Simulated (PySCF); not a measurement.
Species: ZrMe2(OMe)2, C4H12O2Zr (singlet state).
Bonds: Zr1–C2, Zr1–C6, Zr1–O10, Zr1–O15, O10–C11, O15–C16. Hydrogens: H3, H4, H5 on C2; H7, H8, H9 on C6; H12, H13, H14 on C11; H17, H18, H19 on C16.

Computed by this run: PySCF 2.14.0, PBE0-D3(BJ)/def2-SVP geometry optimisation, gas phase, def2 core potentials past Kr; density fitting, grid level 1; the optimiser is geomeTRIC in internal coordinates, started from a GFN2-xTB structure with every atom displaced at random (about 0.03 Å).

Step 0: E = -9704.1276 eV
```
atom  x, y, z in Å  |  force x, y, z in eV/Å
Zr1     0.1452    0.3373    0.0602   -0.423   2.603   0.477
C2      0.1000    0.3467    2.2774    0.141   0.774   0.682
H3     -0.9452    0.1038    2.6548    1.025   0.369  -0.114
H4      0.5079    1.3340    2.7176   -0.865  -1.135  -0.501
H5      0.8114   -0.4184    2.6397   -0.147  -0.210   0.136
C6      2.1862    0.3737   -0.6890    1.506  -0.647   0.388
H7      2.2732   -0.0408   -1.7129    0.004   0.259  -0.029
H8      2.8831   -0.2721   -0.0709   -0.561   0.293  -0.288
H9      2.6604    1.3743   -0.6388   -0.175  -0.029  -0.278
O10    -0.7681    1.9981   -0.5128   -0.231  -0.786  -0.039
C11    -1.9126    1.7410   -1.3003   -0.464   1.588  -0.795
H12    -1.5978    1.1869   -2.2229   -0.563   0.139   0.312
H13    -2.4283    2.7316   -1.6679    0.972  -1.517   0.655
H14    -2.6975    1.1841   -0.7363    0.236   0.045  -0.285
O15    -0.7495   -1.2363   -0.5230   -1.157   1.335  -0.577
C16    -0.2278   -2.4004   -0.1124    0.210  -3.288  -0.717
H17     0.8320   -2.5267   -0.4619   -0.368  -0.212   0.289
H18    -0.8426   -3.2280   -0.5847    0.766   0.255   0.371
H19    -0.2928   -2.5952    0.9687    0.096   0.163   0.313
```

Step 1: E = -9704.6093 eV
```
atom  x, y, z in Å  |  force x, y, z in eV/Å
Zr1     0.1302    0.3757    0.0618    0.019   0.303  -0.032
C2      0.1039    0.3697    2.3017    0.435  -0.208  -0.264
H3     -0.8987    0.1434    2.6963   -0.079   0.040   0.092
H4      0.4558    1.3242    2.7252   -0.128   0.142   0.031
H5      0.8043   -0.4001    2.6839   -0.109  -0.055  -0.007
C6      2.2545    0.4017   -0.6972    0.020  -0.215   0.314
H7      2.3493    0.0016   -1.7237   -0.058   0.114  -0.040
H8      2.9161   -0.2349   -0.0721   -0.129  -0.005   0.021
H9      2.7130    1.4067   -0.6727   -0.086   0.045  -0.114
O10    -0.7935    1.9914   -0.5251   -0.213  -0.564  -0.218
C11    -1.9407    1.7965   -1.3190   -0.184   0.426  -0.188
H12    -1.7144    1.2665   -2.2623    0.017  -0.153   0.058
H13    -2.3859    2.7536   -1.6341    0.112   0.199   0.133
H14    -2.7399    1.2560   -0.7805    0.045  -0.104  -0.001
O15    -0.7587   -1.2797   -0.5268    0.455   0.649   0.254
C16    -0.2438   -2.5059   -0.1255   -0.129  -0.971  -0.033
H17     0.8061   -2.6708   -0.4440   -0.021   0.130   0.041
H18    -0.8176   -3.3425   -0.5721   -0.007   0.147  -0.010
H19    -0.3028   -2.6595    0.9709    0.043   0.081  -0.037
```

Q: Estimate the geometry and energy of step 2. (The exact step hangs on the optimiser's Hessian estimate; all steps are aligned on step 1, rigid shifts and turns removed.)

A: E = -9704.7065 eV, largest force 0.542 eV/Å
```
atom  x, y, z in Å  |  force x, y, z in eV/Å
Zr1     0.1359    0.3798    0.0642   -0.050   0.104  -0.024
C2      0.1323    0.3717    2.2891    0.272  -0.240  -0.089
H3     -0.8638    0.1492    2.6982   -0.160  -0.010   0.068
H4      0.4606    1.3334    2.7061    0.024   0.207   0.089
H5      0.8281   -0.3995    2.6749   -0.044   0.005  -0.001
C6      2.2454    0.4013   -0.6706    0.027  -0.034   0.063
H7      2.3375    0.0076   -1.6992   -0.023   0.028  -0.025
H8      2.8889   -0.2317   -0.0328    0.022  -0.046   0.054
H9      2.6880    1.4132   -0.6639   -0.012   0.024  -0.027
O10    -0.8103    1.9609   -0.5464   -0.270  -0.300  -0.270
C11    -1.9628    1.8310   -1.3410   -0.081   0.116  -0.041
H12    -1.7622    1.2969   -2.2865    0.051  -0.079  -0.017
H13    -2.3658    2.8086   -1.6264    0.007   0.328   0.042
H14    -2.7712    1.2965   -0.8120   -0.021  -0.037   0.027
O15    -0.7185   -1.2885   -0.5038    0.467  -0.065   0.266
C16    -0.2350   -2.5516   -0.1245   -0.064  -0.169   0.094
H17     0.8143   -2.7133   -0.4337    0.038   0.067  -0.017
H18    -0.8129   -3.3714   -0.5791   -0.180   0.084  -0.125
H19    -0.2913   -2.7007    0.9722   -0.004   0.018  -0.065
```

The energy changes by -0.0972 eV. The first-order estimate −F·Δx gives -0.1255 eV and the mean of the old and new forces, exact on a quadratic surface, -0.0979 eV. The step makes an angle of 67° with the force vector and moves no atom by more than 0.062 Å.

The cost below is that of the whole optimisation. On an AMD EPYC with one thread, no GPU, shared host with 64 logical CPUs at a one-minute load of 60, this took 15 min of wall time and 0.74 GiB of memory at its peak.
